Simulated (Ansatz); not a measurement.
Reading a saddle point

A first-order saddle point of GeH₂F₄, closed shell, PBE0-D4/def2-TZVP, with one imaginary mode of 1197i cm⁻¹:

```xyz
7
angstrom
Ge -0.4109 0.0132 -0.0805
H 0.8796 0.0555 1.1214
F -0.9398 -1.4635 -0.7276
F -0.7953 1.4032 -0.9744
F -1.4387 0.1817 1.2848
H 1.3963 -0.0431 0.2977
F 1.3088 -0.1469 -0.9216
```

Ansatz 0.2.0; basis: def2-TZVPP and def2-QZVPP; cores frozen in the correlated methods. Filled d shells of the heavier atoms are correlated. The def2 sets are not built for correlating such inner shells, so the correlated values are less sure here. Extrapolation: Hartree–Fock as exp(−7.88 √X), correlation as X^−2.97.

**Question.** Which contacts change along the imaginary mode, and what lies on either side? (A judgement: the text doesn't fix the answer.)

**Answer.** By the calculation: The step is GeHF₃ ([F][GeH]([F])[F]) + HF → GeF₄ ([F][Ge]([F])([F])[F]) + H₂, with the molecules in contact on both sides. Shortening one way: Ge1–F7, H2–H6; lengthening the same way: Ge1–H2, H6–F7.
```json
{"pair": "Ge1–F7", "one side (Å)": "3.06", "saddle (Å)": "1.92", "other side (Å)": "1.69"}
{"pair": "H2–H6", "one side (Å)": "3.07", "saddle (Å)": "0.98", "other side (Å)": "0.75"}
{"pair": "Ge1–H2", "one side (Å)": "1.51", "saddle (Å)": "1.76", "other side (Å)": "3.84"}
{"pair": "H6–F7", "one side (Å)": "0.93", "saddle (Å)": "1.23", "other side (Å)": "3.02"}
```

**Question.** Which side is lower, and how far does the saddle lie above each? (Judge from chemistry; the value comes from the calculation.)

**Answer.** The calculation gives: The side with Ge1–F7, H2–H6 short is lower by 0.037 eV; the saddle lies 2.020 eV above it and 1.982 eV above the other (CCSD(T) at an estimated basis limit (MP2 extrapolated from triple and quadruple zeta, plus CCSD(T) − MP2 in triple zeta); electronic energies).

No T1 diagnostic of these runs exceeds 0.014.

Labels in which every atom is bracketed show which atoms are joined, not bond orders.

For scale, one of the runs: CCSD(T)/def2-TZVPP, 200 basis functions, launched by `ansatz run in.yaml --threads 4 --pin off --events-out ev --progress --plain --max-ram 9574MiB`. Time: 2 min of wall clock on 4 CPU threads of an Arm Neoverse V2; the host was shared. Peak host memory: 2.9 GiB.
